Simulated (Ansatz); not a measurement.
Geometry optimisation, RKS r2SCAN-D4/def2-SVP (Ansatz 0.2.0).

Input:

```yaml
crystal:
  periodic: [false, false, false]
  atoms:
    - { symbol: "N", position_ang: [-0.1413, -1.9781, 0.765] }
    - { symbol: C, position_ang: [-0.1986, -0.5059, 0.5818] }
    - { symbol: F, position_ang: [0.7577, -0.036, 1.373] }
    - { symbol: O, position_ang: [0.2229, -0.1901, -0.744] }
    - { symbol: Si, position_ang: [0.0481, 1.385, -1.193] }
    - { symbol: F, position_ang: [-1.3524, 1.9799, -0.642] }
    - { symbol: H, position_ang: [-0.17619, -2.3428, -0.15191] }
    - { symbol: H, position_ang: [-0.99665, -2.18489, 1.21672] }
    - { symbol: H, position_ang: [-1.1549, -0.0688, 0.9414] }
    - { symbol: H, position_ang: [1.1562, 2.1666, -0.5432] }
    - { symbol: H, position_ang: [0.0833, 1.5169, -2.6309] }
basis:
  gaussian: { orbitals: def2-SVP }
hamiltonian:
  xc: r2scan
  dispersion: d4
relax:
  f_tol: 0.015
  max_steps: 40
output:
  orbitals: {}
```

Launched with:

```bash
$ ansatz run input.yaml --threads 2 --pin off --max-ram 3072MiB --backend cpu --events-out ev --progress --plain --runs-dir out
```

Question: Where does it end, and by what steps?

Answer: The forces met the threshold. After 17 steps the energy has fallen by 0.583 eV; H7 moved furthest, 0.91 Å.

| step | energy less start (eV) | largest force component (eV/Å) | accepted |
| --- | --- | --- | --- |
| 0 | 0.0000 | 2.771 | yes |
| 1 | -0.3605 | 1.583 | yes |
| 2 | -0.4425 | 0.554 | yes |
| 3 | -0.3445 | 1.390 | no |
| 4 | -0.4734 | 0.247 | yes |
| 5 | -0.4889 | 0.238 | yes |
| 6 | -0.5046 | 0.636 | yes |
| 7 | -0.5286 | 0.314 | yes |
| 8 | -0.5443 | 0.422 | yes |
| 9 | -0.5552 | 0.548 | yes |
| 10 | -0.5427 | 0.783 | no |
| 11 | -0.5735 | 0.100 | yes |
| 12 | -0.5785 | 0.181 | yes |
| 13 | -0.5814 | 0.090 | yes |
| 14 | -0.5823 | 0.038 | yes |
| 15 | -0.5826 | 0.021 | yes |
| 16 | -0.5829 | 0.016 | yes |
| 17 | -0.5830 | 0.013 | yes |

```xyz
11
Properties=species:S:1:pos:R:3
N -0.202 -1.915 0.852
C -0.389 -0.535 0.667
F 0.599 0.151 1.348
O -0.297 -0.141 -0.679
Si 0.055 1.404 -1.191
F -0.958 2.437 -0.455
H 0.604 -2.233 0.311
H -1.020 -2.435 0.545
H -1.363 -0.218 1.083
H 1.438 1.822 -0.864
H -0.220 1.404 -2.646
```

Whether the end is a true minimum wasn't checked by a vibrational analysis.

The run took 48 s on 2 threads of Intel(R) Xeon(R) Platinum 8488C (Sapphire Rapids), on a shared host, peak memory 0.23 GiB.
